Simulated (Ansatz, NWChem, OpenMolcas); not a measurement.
# AlSnSiH7 (SMILES [SiH3][AlH][SnH3]): the vertical energy of the triplet above the singlet, rung by rung

AlSnSiH7 has 10 atoms, charge 0, and is taken as a singlet. As SMILES, `[SiH3][AlH][SnH3]`. Geometry: relaxed at PBE0-D4/def2-TZVP.

Each level gives the vertical energy of the triplet above the singlet (eV). The values are calculated.

```tsv
level	kind	program	value (eV)	less CCSD(T)/def2-SVP
revPBE/def2-SVP (core potential)	GGA	OpenMolcas	2.76	-0.36
r2SCAN/def2-SVP (core potential)	meta-GGA	Ansatz	2.78	-0.34
M06-2X/def2-SVP (core potential)	hybrid meta-GGA	NWChem	2.96	-0.16
HSE06/def2-SVP (core potential)	range-separated hybrid	Ansatz	2.94	-0.18
wB97M-V/def2-SVP (core potential)	range-separated hybrid	Ansatz	3.29	+0.17
MP2/def2-SVP (core potential)	perturbation theory	NWChem	3.24	+0.12
CCSD(T)/def2-SVP (core potential)	coupled cluster or CI	Ansatz	3.12	0.00
CCSD/def2-SVP (core potential)	coupled cluster or CI	Ansatz	3.16	+0.04
```

Differences are taken from CCSD(T)/def2-SVP (core potential) for orientation; it has basis-set and higher-order errors of its own. Spin-orbit coupling is left out. The values span 2.76 to 3.29 eV. In the correlated wave-function rows the outer d shell of Sn is correlated, in sets not made for it.
